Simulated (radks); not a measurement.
Task: The calcium ion Ca4+, 16 electrons, occupied as [Ne] 3s2 3p4 (the NIST ground configuration). All-electron calculation, scalar-relativistic Kohn-Sham, SCAN, spin-polarised, spherical densities, finite nucleus; open shells are filled with parallel spins first; meta-GGA in the generalised Kohn-Sham scheme; Fermi nuclear charge, rms radius 3.4776 fm. Program: a radial shooting solver on a logarithmic mesh with Libxc functionals. Some entries of the table are withheld. Estimate them.

orbital  occ.  eigenvalue (eV)  r(max) (bohr)
1s up       1        -4027.721        0.05030
1s down     1        -4026.764        0.05029
2s up       1        -478.9494         0.2990
2s down     1        -478.4414         0.2993
2p up       3        -397.4680         0.2462
2p down     3        -396.4558         0.2466
3s up       1              (1)         0.9683
3s down     1              (2)         0.9712
3p up       3         -79.7091          1.004
3p down     1         -75.5057          1.007

Result: 
(1) 3s up eigenvalue (eV): -100.9251
(2) 3s down eigenvalue (eV): -96.5699
